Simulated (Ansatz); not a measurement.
Reaction (ligand exchange at a B–N bond): `CNBF` + `[SiH3]N[SiH3]` → `FBN([SiH3])[SiH3]` + CH₃NH₂

Computed with Ansatz on PBE0-D4/def2-TZVP structures; ΔE is electronic, products minus reactants. CCSD(T)/CBS adds triple-zeta CCSD(T) − MP2 to the extrapolated MP2 energy (def2 sets, frozen cores). This one scheme is used for every species. DFT in def2-TZVPP. HSE06 is defined as in plane-wave codes. Each species was taken in one conformer, which may not be the lowest.

`CNBF`:

Cartesian coordinates in Å:
```
C 0.976 -0.074 0.612
N -0.068 0.464 -0.226
B -1.210 -0.208 -0.639
F -2.095 0.427 -1.421
H 1.084 0.496 1.540
H 0.728 -1.102 0.875
H 1.943 -0.080 0.100
H 0.069 1.417 -0.526
H -1.426 -1.340 -0.314
```

`[SiH3]N[SiH3]`:

```xyz
10

Si    1.437   -0.600    0.111
N     0.205    0.585   -0.130
Si   -1.509    0.394   -0.073
H     0.775   -1.927    0.145
H     2.183   -0.399    1.384
H     2.435   -0.561   -0.993
H     0.533    1.531   -0.268
H    -1.791   -1.061   -0.014
H    -2.150    0.985   -1.279
H    -2.118    1.054    1.116
```

`FBN([SiH3])[SiH3]`:

Cartesian coordinates in Å:
```
F -1.281 -1.917 -1.159
B -1.328 -0.629 -0.795
N -0.219 -0.078 -0.124
Si -0.199 1.595 0.388
Si 1.176 -1.097 0.207
H -2.316 -0.009 -1.059
H 0.944 2.303 -0.243
H -0.039 1.672 1.863
H -1.476 2.228 -0.018
H 0.804 -2.237 1.078
H 2.157 -0.233 0.915
H 1.777 -1.597 -1.052
```

CH₃NH₂:

Cartesian coordinates in Å:
```
C 0.240 0.182 -0.482
N -0.234 -0.567 0.670
H -0.072 1.236 -0.519
H -0.110 -0.301 -1.397
H 1.332 0.157 -0.506
H -1.245 -0.566 0.705
H 0.089 -0.141 1.529
```

Q: Is it downhill or uphill in electronic energy at CCSD(T)/CBS, and by how much? (Best estimate.)

A: Ansatz gave: Uphill: ΔE = +16.9 kJ/mol.

Q: What do these levels give: PBE-D4, revPBE-D4, r2SCAN0-D4, BHLYP-D4, r2SCAN, PBE0, HSE06, BHLYP, RPA@PBE/def2-TZVPP, HF/def2-TZVPP, CCSD(T)/def2-TZVPP, HF/def2-QZVPP? (Best estimate.)

A: Computed: PBE-D4 20.9, revPBE-D4 18.5, r2SCAN0-D4 20.3, BHLYP-D4 20.3, r2SCAN 20.9, PBE0 23.7, HSE06 23.7, BHLYP 25.6, RPA@PBE/def2-TZVPP 15.1, HF/def2-TZVPP 23.8, CCSD(T)/def2-TZVPP 16.8, HF/def2-QZVPP 23.4 kJ/mol.

Largest T1 diagnostic among the species: 0.012.

In def2-TZVPP, CCSD(T) changes the Hartree–Fock value by −7.0 kJ/mol (the triples alone add −1.5 kJ/mol) and MP2 by −6.7 kJ/mol. The D4 term adds −5.5 kJ/mol with B3LYP and −3.0 kJ/mol with PBE0; it sums over pairs of atoms, weighted by their polarisabilities, and B3LYP, whose exchange is more repulsive, gets the larger term. At CCSD(T), def2-SVP lies +3.1 kJ/mol from the extrapolated value and def2-TZVPP −0.1 kJ/mol.

B3LYP here is the variant with VWN-RPA as its local correlation; programs differ in this.
